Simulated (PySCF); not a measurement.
## Excitation energy of Co²⁺ by level of theory

Co²⁺ [Ar] 3d7 (4F) → Co²⁺ [Ar] 3d6 4s1 (6D), as a difference of total energies. Computed with PySCF 2.14 in aug-cc-pwCVTZ (10s9p7d4f3g, 127 functions), with the non-relativistic Hamiltonian (point nucleus). Correlated levels: valence: [Ar] frozen; valence and next inner shell: [Ne] frozen; nothing frozen. The calculations carry no spin-orbit coupling.

| method | excitation energy (cm⁻¹) |
| --- | --- |
| UHF | 39488 |
| LDA | 50011 |
| PBE | 50106 |
| PBE0 | 49280 |
| r2SCAN | 49241 |
| M06-L | 53151 |
| M06 | 49144 |
| BP86 | 51221 |
| MP2 (valence) | 50431 |
| SCS-MP2 (valence) | 53617 |
| MP2 (valence and next inner shell) | 51380 |
| SCS-MP2 (valence and next inner shell) | 53079 |
| MP2 (all electrons) | 51546 |
| SCS-MP2 (all electrons) | 53125 |

A first-order spin-orbit estimate (lowest level to lowest level, LS coupling) adds 0.031 eV.
